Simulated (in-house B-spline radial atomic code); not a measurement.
The numbers below are computed, except where a source is named.
Making a Troullier-Martins s channel for Sn, r_c = 2.93 bohr

Sn, [Kr] 4d10 5s2 5p2, non-relativistic LDA (VWN5), spherical and spin-unpolarised, from a B-spline radial code for spherical atoms (atomic units). The all-electron 5s level is ε = -0.369349 hartree, its outermost node lies just inside 1.04 bohr and its outer maximum at 2.10 bohr.

Inside r_c the pseudo-orbital is u(r) = r^1 exp(p(r)), with p = c0 + c2 r² + c4 r⁴ + … + c12 r¹². The seven coefficients follow from p and its first four derivatives at r_c, from zero curvature of the screened potential at the origin, c4 = −c2²/(2l + 5), and from the norm inside r_c. At r_c the all-electron orbital has P = 0.5676325, P' = -0.2676084, the screened potential V = -0.4058139, V' = 0.3119935, V'' = -0.3581863, and the norm inside is Q = 0.7315781.

(1) What are p, p' and p'' at r_c?

For a trial c2 the five matching conditions are linear in c0, c6, c8, c10 and c12, and c2 is varied until the norm inside r_c equals Q. The root nearest zero gives:

```json
{"n": "0", "c_n": "-1.27926"}
{"n": "2", "c_n": "0.1651744"}
{"n": "4", "c_n": "-0.005456514"}
{"n": "6", "c_n": "-0.01196149"}
{"n": "8", "c_n": "0.002129371"}
{"n": "10", "c_n": "-0.0001477741"}
{"n": "12", "c_n": "3.784249e-06"}
```

(2) Check c4 and p(r_c), and find the screened pseudopotential at the origin.

Orbitals and screened potentials:

```tsv
r (bohr)	P	u	V all-electron	V pseudo
0.293	0.2109	0.08269	-64.7	0.1243
0.732	-0.3294	0.2218	-11.18	0.06015
1.172	0.2039	0.3953	-3.641	-0.2229
1.612	0.6079	0.5836	-1.655	-0.7014
2.051	0.7208	0.6977	-0.9239	-0.9401
2.49	0.6748	0.6731	-0.5876	-0.6754
2.93	0.5676	0.5676	-0.4058	-0.4058
```

Logarithmic derivatives P'/P at R = 3.23 bohr, for energies E around ε:

```csv
E − ε (hartree),all-electron,pseudo
-0.5,0.845661,0.836217
-0.25,0.414818,0.40781
-0.1,-0.0298841,-0.0326009
0,-0.546648,-0.546647
0.1,-1.61306,-1.63121
0.25,-31.9899,-107.404
0.5,2.45821,2.10238
```

(3) With P(R) = 0.4869408 and a norm of 0.8151374 inside R, what slope in energy does norm conservation fix?

Answers

(1) p = ln(P/r_c^1) = ln(0.5676325/2.93) = -1.64128. p' = P'/P − 1/r_c = -0.47145 − 0.34130 = -0.81274. The radial equation gives p'' = 2(V − ε) − 2(1) p'/r_c − p'² = -0.07293 − (-0.55477) − 0.66055 = -0.17871. Differentiating, p''' = 2V' + 2(1)p'/r_c² − 2(1)p''/r_c − 2p'p'' = 0.26614, and p'''' = 2V'' − 4(1)p'/r_c³ + 4(1)p''/r_c² − 2(1)p'''/r_c − 2p''² − 2p'p''' = -0.48332.

(2) −c2²/5 = -0.00545651, as listed. The terms c_n r_c^n are -1.27926, 1.41801, -0.40215, -7.56817, 11.56624, -6.89088, 1.51492, which sum to -1.64128. Inverting the radial equation, V_l(r) = ε + 1 p'/r + (p'' + p'²)/2, so V_l(0) = ε + (2l + 3) c2 = -0.369349 + 3 × (0.165174) = 0.1262 hartree, finite where the all-electron potential diverges.

(3) d(P'/P)/dE = −2 × (norm inside R)/P(R)² = -6.8756 per hartree·bohr at E = ε, for both atoms, since orbital and norm agree at R. Differences over ±0.1 hartree give -7.9159 (all-electron) and -7.9930 (pseudo), which also hold third-order terms. Half a hartree below ε the two curves differ by -0.0094.
